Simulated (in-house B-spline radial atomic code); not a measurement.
Computed with a B-spline radial atomic code. Model: two electrons, singlet ground state, non-relativistic, full CI in B-splines with partial waves to l = 8 (at full coupling up to 3e-4 hartree above the limit, correlation up to 0.6 % small), density held at that of full coupling by Lieb maximisation.

W(λ) is the mean repulsion in the state of coupling λ less the Hartree energy of the fixed density. Its start is exact exchange, its initial slope is twice the second-order Görling-Levy correlation energy, and its area from 0 to 1 is E_xc. A straight curve means weak, dynamic correlation, and a curve that drops fast and flattens means strong correlation.

Command:
```bash
python run_ac.py task.json out
```
Settings (lengths in bohr, energies in hartree):
```
potential              coulomb
strength               6.24
lmax                   8
wall_radius            0.772
```

Time taken, with all properties: 5.2 s on 1 thread of Intel(R) Xeon(R) Processor @ 2.30GHz, on a shared host.

**W = mean repulsion less Hartree energy, and W of three functionals.**

Given: confinement point charge; nuclear charge 6.24; hard wall radius 0.772 bohr; external potential -Z/r.

Computed: LDA exchange minus exact 557.91 millihartree; SCAN exchange minus exact 6.1323 millihartree.

```json
{"coupling": "0", "W xc (hartree)": "-3.8809", "W xc minus exchange (millihartree)": "0", "kinetic minus Kohn-Sham (millihartree)": "0", "LDA (PW92) W minus its exchange (millihartree)": "0", "PBE W minus its exchange (millihartree)": "0", "SCAN W minus its exchange (millihartree)": "0"}
{"coupling": "0.02", "W xc (hartree)": "-3.8828", "W xc minus exchange (millihartree)": "-1.851", "kinetic minus Kohn-Sham (millihartree)": "0", "LDA (PW92) W minus its exchange (millihartree)": "-15.16", "PBE W minus its exchange (millihartree)": "-1.98", "SCAN W minus its exchange (millihartree)": "-1.87"}
{"coupling": "0.05", "W xc (hartree)": "-3.8855", "W xc minus exchange (millihartree)": "-4.619", "kinetic minus Kohn-Sham (millihartree)": "0.1", "LDA (PW92) W minus its exchange (millihartree)": "-32.3", "PBE W minus its exchange (millihartree)": "-4.97", "SCAN W minus its exchange (millihartree)": "-4.64"}
{"coupling": "0.12", "W xc (hartree)": "-3.8919", "W xc minus exchange (millihartree)": "-11.039", "kinetic minus Kohn-Sham (millihartree)": "0.7", "LDA (PW92) W minus its exchange (millihartree)": "-64.91", "PBE W minus its exchange (millihartree)": "-11.99", "SCAN W minus its exchange (millihartree)": "-11.02"}
{"coupling": "0.25", "W xc (hartree)": "-3.9037", "W xc minus exchange (millihartree)": "-22.822", "kinetic minus Kohn-Sham (millihartree)": "2.8", "LDA (PW92) W minus its exchange (millihartree)": "-113.82", "PBE W minus its exchange (millihartree)": "-25.06", "SCAN W minus its exchange (millihartree)": "-22.62"}
{"coupling": "0.4", "W xc (hartree)": "-3.9171", "W xc minus exchange (millihartree)": "-36.195", "kinetic minus Kohn-Sham (millihartree)": "7.2", "LDA (PW92) W minus its exchange (millihartree)": "-160.87", "PBE W minus its exchange (millihartree)": "-40.08", "SCAN W minus its exchange (millihartree)": "-35.67"}
{"coupling": "0.6", "W xc (hartree)": "-3.9346", "W xc minus exchange (millihartree)": "-53.666", "kinetic minus Kohn-Sham (millihartree)": "15.9", "LDA (PW92) W minus its exchange (millihartree)": "-214.72", "PBE W minus its exchange (millihartree)": "-59.9", "SCAN W minus its exchange (millihartree)": "-52.58"}
{"coupling": "0.8", "W xc (hartree)": "-3.9516", "W xc minus exchange (millihartree)": "-70.737", "kinetic minus Kohn-Sham (millihartree)": "27.9", "LDA (PW92) W minus its exchange (millihartree)": "-261.94", "PBE W minus its exchange (millihartree)": "-79.39", "SCAN W minus its exchange (millihartree)": "-68.98"}
{"coupling": "1", "W xc (hartree)": "-3.9683", "W xc minus exchange (millihartree)": "-87.422", "kinetic minus Kohn-Sham (millihartree)": "42.9", "LDA (PW92) W minus its exchange (millihartree)": "-304.47", "PBE W minus its exchange (millihartree)": "-98.52", "SCAN W minus its exchange (millihartree)": "-84.93"}
{"coupling": "1.4", "W xc (hartree)": "-4.0006", "W xc minus exchange (millihartree)": "-119.68", "kinetic minus Kohn-Sham (millihartree)": "81.5", "LDA (PW92) W minus its exchange (millihartree)": "-379.45", "PBE W minus its exchange (millihartree)": "-135.61", "SCAN W minus its exchange (millihartree)": "-115.59"}
{"coupling": "2", "W xc (hartree)": "-4.0464", "W xc minus exchange (millihartree)": "-165.48", "kinetic minus Kohn-Sham (millihartree)": "159.2", "LDA (PW92) W minus its exchange (millihartree)": "-474.65", "PBE W minus its exchange (millihartree)": "-188.35", "SCAN W minus its exchange (millihartree)": "-158.85"}
{"coupling": "3", "W xc (hartree)": "-4.1165", "W xc minus exchange (millihartree)": "-235.56", "kinetic minus Kohn-Sham (millihartree)": "333.9", "LDA (PW92) W minus its exchange (millihartree)": "-604.16", "PBE W minus its exchange (millihartree)": "-268.94", "SCAN W minus its exchange (millihartree)": "-224.72"}
{"coupling": "4.5", "W xc (hartree)": "?", "W xc minus exchange (millihartree)": "?", "kinetic minus Kohn-Sham (millihartree)": "?", "LDA (PW92) W minus its exchange (millihartree)": "?", "PBE W minus its exchange (millihartree)": "?", "SCAN W minus its exchange (millihartree)": "?"}
{"coupling": "7", "W xc (hartree)": "?", "W xc minus exchange (millihartree)": "?", "kinetic minus Kohn-Sham (millihartree)": "?", "LDA (PW92) W minus its exchange (millihartree)": "?", "PBE W minus its exchange (millihartree)": "?", "SCAN W minus its exchange (millihartree)": "?"}
{"coupling": "10", "W xc (hartree)": "-4.4584", "W xc minus exchange (millihartree)": "-577.52", "kinetic minus Kohn-Sham (millihartree)": "2433.5", "LDA (PW92) W minus its exchange (millihartree)": "-1118.2", "PBE W minus its exchange (millihartree)": "-661", "SCAN W minus its exchange (millihartree)": "-549.19"}
```

**Question.** What belongs in the row 4.5?

**Answer.** W xc (hartree): -4.2091; W xc minus exchange (millihartree): -328.18; kinetic minus Kohn-Sham (millihartree): 679.4; LDA (PW92) W minus its exchange (millihartree): -756.95; PBE W minus its exchange (millihartree): -375.08; SCAN W minus its exchange (millihartree): -311.68.

**Question.** What belongs in the row 7?

**Answer.** W xc (hartree): -4.3371; W xc minus exchange (millihartree): -456.15; kinetic minus Kohn-Sham (millihartree): 1409.2; LDA (PW92) W minus its exchange (millihartree): -948.29; PBE W minus its exchange (millihartree): -521.43; SCAN W minus its exchange (millihartree): -432.66.

**Question.** What is the PBE exchange minus exact?

**Answer.** 96.994 millihartree.

**Energy parts, natural occupations and partial-wave weights.**

Computed: total energy -34.6474 hartree; correlation energy -0.044556 hartree; kinetic part of the DFT correlation energy 0.042866 hartree; kinetic part over minus potential part 0.49033; Hartree energy 7.7618 hartree; Kohn-Sham kinetic 38.317 hartree; Lieb Oxford ratio E_xc over LDA exchange 1.1813.

```tsv
natural	occupation of the shell (electrons)
s	1.9988
p	0.00079165
s	0.00034094
d	4.3028e-05
p	?
s	6.1454e-06
```

**Question.** What belongs in the row p?

**Answer.** occupation of the shell (electrons): 2.5203e-05.

```json
{"wave": "s", "weight": "0.99956"}
{"wave": "p", "weight": "0.0004095"}
{"wave": "d", "weight": "?"}
{"wave": "f", "weight": "3.5143e-06"}
{"wave": "g", "weight": "8.385e-07"}
```

**Question.** What belongs in the row d?

**Answer.** weight: 2.3835e-05.

**Question.** What is the initial slope twice GL2?

**Answer.** -0.092648 hartree.

**Question.** What is the exchange energy?

**Answer.** -3.8809 hartree.

Half-way to full coupling W has made 51 % of its drop, against 50 % for a straight line, and second-order (GL2) theory, half the initial slope, overshoots the correlation energy by about 4 %: correlation is weak here. Over couplings 0 to 1 the errors in E_xc come to about +424 millihartree for LDA, +92 millihartree for PBE, +7.1 millihartree for SCAN, so SCAN is nearest. In LDA and PBE the errors of exchange and correlation have opposite signs, so the sum is smaller than the larger of the two.
